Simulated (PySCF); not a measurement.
**Spectroscopy problems**

Non-relativistic Hamiltonian, no solvent model, averaged over atoms made equivalent by symmetry, fast rotation or ring inversion, single conformer. σ from GIAO-PBE0/pcSseg-1; GFN2-xTB geometry; PySCF 2.14.0 with density-fitted response routines.

References, each an isolated molecule treated in the same way: TMS for $^{1}$H (31.72 ppm) and $^{13}$C (186.93 ppm). Splittings of carbon signals by F and P are missing where no couplings were computed. Where no couplings were computed, multiplicities follow the n + 1 count of equivalent neighbours, and m marks all less simple cases (inequivalent or close neighbours, rings, F or P nearby). Shifts are as computed. Against solution values, carbons near 30 ppm lie about +3 ppm off and those near 130 ppm about +5 ppm. Of 1309 compounds with measured shifts, 239 miss one by over three times the rms of a fit or turn the order of signals round; such compounds aren't used in these exercises.

**Question.** C6H12. $^{1}$H NMR (600 MHz, computed): δ 5.62 (t, 1H), 2.10 (m, 2H), 1.77 (s, 3H), 1.72 (s, 3H), 0.97 (t, 3H). $^{13}$C{$^{1}$H} NMR (computed): δ 138.1 (C), 134.2 (CH), 29.1 (CH3), 26.4 (CH2), 19.0 (CH3), 17.4 (CH3). What is it?

**Answer.** 2-methyl-2-pentene (SMILES CCC=C(C)C). The formula gives 1 degree of unsaturation (no ring in the answer). 6 carbon signals for 6 carbons: no two carbons are equivalent. Carbon types of the structure: 1 × C, 1 × CH, 1 × CH2, 3 × CH3, which accounts for all hydrogens. δC 138.1: fully substituted alkene carbon; as expected for a trigonal carbon in a double bond. δC 134.2: alkene CH; the olefinic region. δC 29.1, 19.0: allylic methyl carbon; saturated and bonded to C and H only. δH 5.62: hydrogen on an alkene CH; attached to an sp2 carbon and in the plane of the double bond.

The data come from this structure; uniqueness wasn't tested.

**Question.** C3H13FOSi4. $^{1}$H NMR (400 MHz, computed): δ 5.70 (m, 1H), 5.42 (d, 2H), 5.12 (s, 3H), 4.49 (m, 2H), 4.05 (t, 3H), 0.31 (m, 2H). $^{13}$C{$^{1}$H} NMR (computed): δ 189.2, 118.5, -9.1. Identify the compound.

**Answer.** SMILES F/C(=C/[SiH2]O[SiH3])[SiH2]C[SiH3]. Rings plus π bonds: 1 (no ring in the answer). 3 carbon signals for 3 carbons: no two carbons are equivalent. Carbon types of the structure: 1 × C, 1 × CH, 1 × CH2, leaving 10 H on heteroatoms. δC 189.2: fully substituted alkene carbon. δC 118.5: alkene CH; an sp2 carbon of a C=C bond. δH 5.70: hydrogen on an alkene CH; olefinic region. δH 0.31: hydrogen on an sp3 CH2 bonded to 2 Si; an electropositive neighbour shields it, as in TMS itself.

This is the structure that produced the data.
